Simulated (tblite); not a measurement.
Q: Give a GFN2-xTB geometry of `Fc1[c]ccc(Cl)c1` [radical]. (Doublet state.)

A: 
```
atom  x, y, z in Å
F1     2.5471   -1.2825    0.0366
C2     1.2989   -0.7968    0.0174
C3     0.1953   -1.6009    0.0020
C4    -1.0806   -1.1300   -0.0165
C5    -1.2774    0.2502   -0.0203
C6    -0.1718    1.0859   -0.0064
Cl7   -0.4042    2.7988   -0.0146
C8     1.1193    0.5846    0.0130
H9    -1.9283   -1.7969   -0.0282
H10   -2.2751    0.6585   -0.0338
H11    1.9821    1.2317    0.0248
```

Orientation and origin are arbitrary. Atoms count from 1 in this order. C8 (carbon bonded to 2 C and H) is planar (angles 121.9°, 119.5° and 118.6°, sum 360.0°, 0.00 Å off the plane of its three neighbours). C2 (carbon bonded to 2 C and F) is planar (angles 122.7°, 118.7° and 118.7°, sum 360.0°, 0.00 Å off the plane of its three neighbours). The 6-membered ring C2–C3–C4–C5–C6–C8 has internal angles of 118.4° to 123.7° (sum 720°, against 720° for a flat polygon); it is planar, 0.00 Å rms from its mean plane, widest ring torsion 0°. C5 (carbon bonded to 2 C and H) is planar (angles 120.7°, 120.4° and 119.0°, sum 360.0°, 0.00 Å off the plane of its three neighbours).

Bonds between heavy atoms (Å): F1–C2 1.339, C2–C3 1.366, C3–C4 1.360, C4–C5 1.394, C5–C6 1.386, C6–Cl7 1.729, C6–C8 1.385, C2–C8 1.393.

The geometry is computed with GFN2-xTB (gas phase). This method treats the open shell by occupation alone, without spin polarisation.

Point group: Cs (tolerance 0.08 Å). Its GFN2-xTB frequencies are all real (lowest 178 cm⁻¹).
